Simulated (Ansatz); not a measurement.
`[GaH2][B]1B[SiH2]1` + `CCN` → `CC[NH][GaH2]` + `B1B[SiH2]1` at 600 K and 1 bar (cleavage of the Ga–B bond).

Gas-phase electronic energies from Ansatz, PBE0-D4/def2-TZVP geometries. CBS: MP2 limit from def2 TZ/QZ plus the TZ coupled-cluster correction, frozen cores. For Ga outer-core shells are correlated without core-valence functions, which leaves a few kJ/mol of doubt a bond. Scalar relativity is left out up to krypton. Each species was taken in one conformer, which may not be the lowest.

```csv
species,CCSD(T)/CBS energy (Eh),H − E (kJ/mol),S (J/(mol·K))
`[GaH2][B]1B[SiH2]1`,-2265.51334,181.3,448.6
`CCN`,-135.01652,286.3,335.4
`CC[NH][GaH2]`,-2059.56475,312.7,426.8
`B1B[SiH2]1`,-340.97257,147.4,349.2
```

H − E and S are ideal-gas, rigid-rotor, harmonic terms from PBE0-D4/def2-TZVP, for one conformer and one mirror image of each species. 1 Eh = 2625.50 kJ/mol, R = 8.31446 J/(mol·K).

Q: By hand: ΔE, ΔH, ΔS and ΔG.

A: ΔE = (-2059.56475) + (-340.97257) − (-2265.51334) − (-135.01652) = -0.00746 Eh = -19.6 kJ/mol. Δ(H − E) = 312.7 + 147.4 − 181.3 − 286.3 = -7.5, so ΔH = -27.1 kJ/mol. ΔS = 426.8 + 349.2 − 448.6 − 335.4 = -8.0 J/(mol·K). ΔG = -27.1 − 600 × (-8.0)/1000 = -22.3 kJ/mol.

Q: By hand: the equilibrium constant, and the temperature at which ΔG would vanish if ΔH and ΔS stayed fixed.

A: log₁₀ K = −ΔG/(RT ln 10) = 1.9. ΔG = 0 at ΔH/ΔS = 3388 K, far beyond where these terms or the molecules hold.

The number of gas molecules stays the same, so ΔS is small and ΔH decides. A doubt of 5 kJ/mol in ΔE shifts log₁₀ K by 0.4 here. Other conformers and mirror images would add mixing entropy, several J/(mol·K) or more a flexible species. These are equilibria of isolated gas molecules and say nothing of rates. Largest T1 diagnostic: 0.015 (customary marks: 0.02 for closed shells, 0.045 for open ones).
